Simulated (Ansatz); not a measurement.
Basis-set extrapolation for `C=C(Cl)[SiH2]S` (PBE0-D4/def2-TZVP geometry, frozen core, Ansatz). Multiplicity 1, RHF reference.

```json
{"": "HF", "def2-TZVPP": "-1224.685191", "def2-QZVPP": "-1224.721565"}
{"": "MP2 correlation", "def2-TZVPP": "-0.810225", "def2-QZVPP": "-0.875715"}
{"": "CCSD(T) correlation", "def2-TZVPP": "-0.911634", "def2-QZVPP": "not run"}
```

Energies in hartree. Use E(X) = E(∞) + A·exp(−7.88·√X) for Hartree–Fock and E(X) = E(∞) + B·X^(−2.97) for correlation, with X = 3 and 4, and add CCSD(T) minus MP2 of the smaller set to the MP2 limit.

What is the CCSD(T) energy at the basis-set limit?

HF limit: -1224.721565 + (-0.036374) × 0.13774 = -1224.72658. MP2 limit: -0.875715 + (-0.065490) × 0.74074 = -0.92423. Higher-order term: -0.911634 − (-0.810225) = -0.10141. Total: -1225.75222 hartree, 408.0 kJ/mol below CCSD(T)/def2-TZVPP.
